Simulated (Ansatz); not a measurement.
Correlation energies of `C[C](C)(C)[GeH3]` by basis set

```json
{"atom": "C1", "x (Å)": "0.321", "y (Å)": "1.518", "z (Å)": "0.266"}
{"atom": "C2", "x (Å)": "-0.048", "y (Å)": "0.046", "z (Å)": "0.119"}
{"atom": "C3", "x (Å)": "-1.564", "y (Å)": "-0.116", "z (Å)": "0.135"}
{"atom": "C4", "x (Å)": "0.574", "y (Å)": "-0.762", "z (Å)": "1.252"}
{"atom": "Ge5", "x (Å)": "0.651", "y (Å)": "-0.623", "z (Å)": "-1.607"}
{"atom": "H6", "x (Å)": "-0.110", "y (Å)": "2.127", "z (Å)": "-0.534"}
{"atom": "H7", "x (Å)": "-0.059", "y (Å)": "1.909", "z (Å)": "1.218"}
{"atom": "H8", "x (Å)": "1.404", "y (Å)": "1.669", "z (Å)": "0.257"}
{"atom": "H9", "x (Å)": "-1.863", "y (Å)": "-1.162", "z (Å)": "0.031"}
{"atom": "H10", "x (Å)": "-2.043", "y (Å)": "0.453", "z (Å)": "-0.667"}
{"atom": "H11", "x (Å)": "-1.972", "y (Å)": "0.250", "z (Å)": "1.086"}
{"atom": "H12", "x (Å)": "1.664", "y (Å)": "-0.669", "z (Å)": "1.268"}
{"atom": "H13", "x (Å)": "0.329", "y (Å)": "-1.825", "z (Å)": "1.176"}
{"atom": "H14", "x (Å)": "0.199", "y (Å)": "-0.406", "z (Å)": "2.219"}
{"atom": "H15", "x (Å)": "0.039", "y (Å)": "0.175", "z (Å)": "-2.776"}
{"atom": "H16", "x (Å)": "2.184", "y (Å)": "-0.472", "z (Å)": "-1.656"}
{"atom": "H17", "x (Å)": "0.295", "y (Å)": "-2.112", "z (Å)": "-1.786"}
```

Total charge 0; spin multiplicity 1. Correlated methods include outer-core shells of Ge, which these sets cover unevenly. Scalar relativity is left out up to krypton. The geometry is a stationary point of PBE0-D4/def2-TZVP. Frozen core, restricted reference, Ansatz 0.2.0.

```json
{"basis": "def2-SVP", "HF (Eh)": "-2233.44046", "MP2 corr.": "-0.82918", "CCSD corr.": "-0.89348", "(T)": "-0.02681", "CCSD(T) total": "-2234.36075"}
{"basis": "def2-TZVPP", "HF (Eh)": "-2233.87420", "MP2 corr.": "-0.98659", "CCSD corr.": "–", "(T)": "–", "CCSD(T) total": "–"}
{"basis": "def2-QZVPP", "HF (Eh)": "-2233.92361", "MP2 corr.": "-1.29457", "CCSD corr.": "–", "(T)": "–", "CCSD(T) total": "–"}
```
